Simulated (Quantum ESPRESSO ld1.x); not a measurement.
All-electron atom: Dy V in [Xe] 4f8.

Method: scalar-relativistic Kohn-Sham, exchange-only LDA, spin-polarised, spherical densities, point nucleus; open shells are filled with parallel spins first; computed with ld1.x of Quantum ESPRESSO 7.5.

Energy parts (eV):
part                 energy
total             -330344.6
kinetic            356502.6
electron-nucleus  -805709.9
Hartree            125583.8
exchange            -6721.1

Orbitals (lengths in bohr, moments of r in powers of bohr; r(90%) holds 90 % of the orbital's charge):
orbital,occ.,eigenvalue (eV),<r>,r(90%)
1s up,1,-53663.039,0.02113,0.0383
1s down,1,-53663.040,0.02113,0.0383
2s up,1,-8980.432,0.08983,0.139
2s down,1,-8980.316,0.08983,0.139
2p up,3,-7976.974,0.07948,0.129
2p down,3,-7976.891,0.07948,0.129
3s up,1,-2041.605,0.2349,0.344
3s down,1,-2038.731,0.2347,0.344
3p up,3,-1733.607,0.2337,0.350
3p down,3,-1730.752,0.2335,0.349
3d up,5,-1336.390,0.2124,0.331
3d down,5,-1334.166,0.2121,0.330
4s up,1,-447.904,0.5290,0.760
4s down,1,-441.772,0.5291,0.760
4p up,3,-346.128,0.5599,0.814
4p down,3,-340.078,0.5602,0.815
4d up,5,-207.450,0.6048,0.908
4d down,5,-201.536,0.6061,0.910
4f up,7,-55.626,0.7556,1.26
4f down,1,-50.240,0.7780,1.31
5s up,1,-94.976,1.240,1.78
5s down,1,-92.049,1.257,1.80
5p up,3,-68.881,1.418,2.05
5p down,3,-66.668,1.443,2.09

The highest occupied level is 4f down at -50.240 eV. The density falls to 0.001 e/bohr^3 at r = 3.04 bohr. Spin moment in Bohr magnetons: 6. Summed over all electrons, <r^2> = 31.25 bohr^2, which gives a Langevin (diamagnetic) susceptibility term of -24.8 x 10^-6 cm^3/mol.
